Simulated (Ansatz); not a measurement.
Gas-phase electronic energies from Ansatz, PBE0-D4/def2-TZVP geometries. CCSD(T)/CBS adds triple-zeta CCSD(T) − MP2 to the extrapolated MP2 energy (def2 sets, frozen cores). Functionals use def2-TZVPP. B3LYP here is the variant with VWN-RPA as its local correlation; programs differ in this. HSE06 is defined as in plane-wave codes. One conformer a species, not always the lowest.

Reaction (substitution at a C–Al bond): `C[NH][Al]([CH3])[Cl]` + `O[SiH]([SiH3])Cl` → `CO[SiH]([SiH3])Cl` + `C[NH][AlH][Cl]`

```csv
level,ΔE (kJ/mol)
HSE06-D4,97.4
BLYP,91.2
B3LYP,92.4
CCSD(T)/def2-TZVPP,95.0
HF/def2-QZVPP,81.4
MP2/def2-QZVPP,103.0
HF/CBS(def2),81.3
MP2/CBS(def2),104.4
```

Q: What does CCSD(T)/CBS give? (An estimate is asked.)

A: The calculation gave: +98.2 kJ/mol. The listed levels differ from it by -0.8, -7.0, -5.8, -3.2, -16.8, 4.8, -16.9, 6.2 kJ/mol.

Largest T1 diagnostic among the species: 0.012.

In def2-TZVPP, CCSD(T) changes the Hartree–Fock value by +13.3 kJ/mol (the triples alone add +0.8 kJ/mol) and MP2 by +19.5 kJ/mol. At CCSD(T), def2-SVP lies −22.4 kJ/mol from the extrapolated value and def2-TZVPP −3.2 kJ/mol.
